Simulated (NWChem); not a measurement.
System: C2H5NSi; SMILES C#C[SiH2]N

Input file for NWChem:

```
start job
memory heap 200 mb stack 900 mb global 1100 mb
geometry units angstroms noautosym nocenter noautoz
  C      0.286024    -2.372137     0.041652
  C     -0.030172    -1.196852     0.025319
  Si    -0.524050     0.574905    -0.027257
  N      0.895038     1.555798     0.001116
  H      0.565830    -3.410696     0.061943
  H     -1.325048     0.921667     1.182435
  H     -1.409387     0.720114    -1.227919
  H      0.829581     2.519587     0.306964
  H      1.614636     1.441180    -0.703371
end
basis spherical
  * library 6-31+g*
end
dft
  xc xpbe96 cpbe96
  iterations 150
end
property
  response 1 0.0
end
task dft property
```

Structure relaxed at the PBE0/def2-SVP level.

Static field.

Task: What results follow from this input? (PBE/6-31+G* (spherical d).) Quantities: isotropic polarisability (bohr³); anisotropy (bohr³).

Result: 
```yaml
isotropic polarisability (bohr³): 54.5
anisotropy (bohr³): 29.8
```
